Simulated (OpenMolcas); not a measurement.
Fe2+ in SrF2

Fe2+ with its 8 nearest fluoride ions at 2.328 Å, on the Sr site of SrF2 (a = 5.796 Å, distance in the model lattice 2.510 Å). The rest of the host is ab initio model potentials to 7.6 Å and point charges beyond; the distance is set by hand and nothing relaxes. Ligand basis ANO-RCC-VDZP.
```
Fe    0.0000    0.0000    0.0000
F     1.3441    1.3441    1.3441
F     1.3441    1.3441   -1.3441
F     1.3441   -1.3441    1.3441
F     1.3441   -1.3441   -1.3441
F    -1.3441    1.3441    1.3441
F    -1.3441    1.3441   -1.3441
F    -1.3441   -1.3441    1.3441
F    -1.3441   -1.3441   -1.3441
```

* Program: OpenMolcas
* Method: CASSCF
* Basis: ANO-RCC-VTZP [6s5p3d2f1g]
* Scalar Hamiltonian: DKH2, point nucleus
* Active space: 6 electrons in 5 orbitals (3d)
* State averaging: 2S+1 = 5 even, 5 roots; 2S+1 = 3 even, 45 roots; 2S+1 = 1 even, 50 roots
* Spin-orbit coupling: RASSI with atomic mean-field integrals over the reference wave functions

The lowest spin-free states (labels of O, the rotations of Oh), above the lowest:

```json
{"State": "5E", "Degeneracy": "2", "E (cm-1)": "0.0", "Free-ion L (%)": "D (100)"}
{"State": "5T2", "Degeneracy": "3", "E (cm-1)": "3180", "Free-ion L (%)": "D (100)"}
{"State": "3T1", "Degeneracy": "3", "E (cm-1)": "21360", "Free-ion L (%)": "H (79)"}
{"State": "3E", "Degeneracy": "2", "E (cm-1)": "22655", "Free-ion L (%)": "H (98)"}
{"State": "3T2", "Degeneracy": "3", "E (cm-1)": "24131", "Free-ion L (%)": "H (81)"}
{"State": "3T1", "Degeneracy": "3", "E (cm-1)": "24251", "Free-ion L (%)": "H (56)"}
{"State": "3A2", "Degeneracy": "1", "E (cm-1)": "26198", "Free-ion L (%)": "F (100)"}
{"State": "3T1", "Degeneracy": "3", "E (cm-1)": "26236", "Free-ion L (%)": "H (50)"}
{"State": "3T2", "Degeneracy": "3", "E (cm-1)": "27512", "Free-ion L (%)": "F (76)"}
{"State": "3A1", "Degeneracy": "1", "E (cm-1)": "28135", "Free-ion L (%)": "G (100)"}
{"State": "3T1", "Degeneracy": "3", "E (cm-1)": "29491", "Free-ion L (%)": "G (54)"}
{"State": "3E", "Degeneracy": "2", "E (cm-1)": "29558", "Free-ion L (%)": "G (95)"}
{"State": "3T1", "Degeneracy": "3", "E (cm-1)": "30035", "Free-ion L (%)": "P (33)"}
{"State": "3T2", "Degeneracy": "3", "E (cm-1)": "31593", "Free-ion L (%)": "G (93)"}
{"State": "1T2", "Degeneracy": "3", "E (cm-1)": "32511", "Free-ion L (%)": "I (72)"}
{"State": "1E", "Degeneracy": "2", "E (cm-1)": "32515", "Free-ion L (%)": "I (91)"}
{"State": "1A2", "Degeneracy": "1", "E (cm-1)": "33815", "Free-ion L (%)": "I (100)"}
{"State": "1T2", "Degeneracy": "3", "E (cm-1)": "34563", "Free-ion L (%)": "G (52)"}
{"State": "1A1", "Degeneracy": "1", "E (cm-1)": "34738", "Free-ion L (%)": "I (56)"}
{"State": "1T1", "Degeneracy": "3", "E (cm-1)": "35058", "Free-ion L (%)": "I (64)"}
```

The lowest levels with spin-orbit coupling:

```
E (cm-1)  Degeneracy  Label  2S+1
     0.0           1     A1     5
    19.7           3     T1     5
    39.4           2      E     5
    65.1           3     T2     5
    91.6           1     A2     5
    2957           3     T2     5
    3179           3     T1     5
    3198           2      E     5
    3485           3     T2     5
    3510           3     T1     5
    3537           1     A1     5
   21361           1     A1     3
   21405           3     T1     3
   21413           3     T2     3
   21441           2      E     3
   22714           3     T2     3
   22718           3     T1     3
   23961           2      E     3
   23962           3     T2     3
   24024           1     A2     3
```

Powder χT (cm3 K/mol): 0.529 at 2 K, 2.31 at 10 K, 3.41 at 50 K, 3.46 at 100 K, 3.48 at 200 K, 3.51 at 300 K. The effective moment at 300 K is 2.828 √(χT) = 5.30 μB.

The lowest level has 2S+1 = 5, for which the spin-only value is χT = S(S+1) / 2 = 3.000 cm3 K/mol (g = 2). The computed 3.507 at 300 K differs by +0.507, through orbital momentum, spin-orbit coupling and any other state in reach.

Metal share of the active 3d orbitals (Löwdin): 98, 98, 98, 99, 99 %; Mulliken charge of the metal 1.86.

An orbital doublet at a regular site is open to a Jahn-Teller distortion, which this geometry leaves out. Without dynamic correlation the repulsion within the d shell is too large (B by tens of per cent), so at a given field states of lower spin stand too high. Ligand-to-metal charge-transfer states are missing. With no ligand orbital active B as a rule stays too high, so bands that hang on it stand too high and its fall with covalency is understated. With metal d orbitals alone and no dynamic correlation 10Dq can be off by a tenth to a fifth, either way, in oxide and fluoride hosts. No measured value stands beside these numbers; the geometry was set by hand and not optimised.
